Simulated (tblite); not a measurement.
C7H9O (doublet state).
Structure used (GFN2-xTB), in Å, numbered top down from 1:
```xyz
17
C7H9O angstrom
C     -1.777   -1.624   -0.616
C     -1.273   -0.411   -0.755
C     -0.449    0.279    0.284
C     -1.000    1.667    0.611
C      0.972    0.432   -0.263
C      2.010   -0.097    0.272
C      2.972   -0.753    1.020
O      3.598   -0.280    1.965
H     -2.373   -2.085   -1.384
H     -1.618   -2.204    0.278
H     -1.439    0.152   -1.665
H     -0.409   -0.326    1.193
H     -1.046    2.285   -0.283
H     -0.367    2.160    1.344
H     -2.003    1.575    1.021
H      1.029    1.035   -1.162
H      3.164   -1.792    0.679
```

The geometry is computed with GFN2-xTB (gas phase). This method treats the open shell by occupation alone, without spin polarisation.

Take the most abundant isotopes and a rigid rotor. The values belong to one conformer with, in the numbering `[CH2:1]=[CH:2][C@H:3]([CH3:4])/[CH:5]=[C:6]\[CH:7]=[O:8]`, C1–C2–C3–C4 -127°, C2–C3–C5–C6 -118°.

What are A, B and C (MHz)?

Ia = 138.17, Ib = 511.90, Ic = 592.07 u·Å²; 505379 MHz·u·Å²/I gives A = 3658, B = 987.3, C = 853.6 MHz.

Classify the top.

A near-prolate asymmetric top. Ray's parameter κ = (2B − A − C)/(A − C) = -0.905; −1 is the prolate and +1 the oblate limit.

Is it planar, by Δ = Ic − Ia − Ib?

Not planar: Δ = Ic − Ia − Ib = -58.00 u·Å². For a rigid frame Δ = −2 Σ m c², so Σ m c² = 29.00 u·Å² lies off the ab plane: 9.65 from hydrogen and 19.35 from heavier atoms. The atom farthest from that plane is 1.79 Å away.

Give the other two planar moments, Paa and Pbb, and the rms extents of the mass along the axes.

Paa = Σ m a² = (Ib + Ic − Ia)/2 = 482.90 and Pbb = Σ m b² = (Ia + Ic − Ib)/2 = 109.17 u·Å². With the mass M = 109.07 u, the rms extents √(P/M) along a, b and c are 2.10, 1.00, 0.52 Å.

Estimate the classical rotational partition function at 100 K, 298.15 K and 500 K.

Point group C1, symmetry number σ = 1; q = (√π/σ)·√((kT/h)³/(ABC)), k/h = 20836.6 MHz/K: 96000 at 100 K, 494000 at 298.15 K, 1070000 at 500 K.

For this open shell read J as N, the rotation without spin; fine and hyperfine splittings come on top. Its GFN2-xTB frequencies are all real (lowest 29 cm⁻¹). Constants of a rigid frame at the computed geometry: no zero-point averaging, no centrifugal distortion.

On an Arm Neoverse V1 with one thread, shared host with 64 logical CPUs at a one-minute load of 31, this took 0.44 s. That covers the optimisation of the geometry.
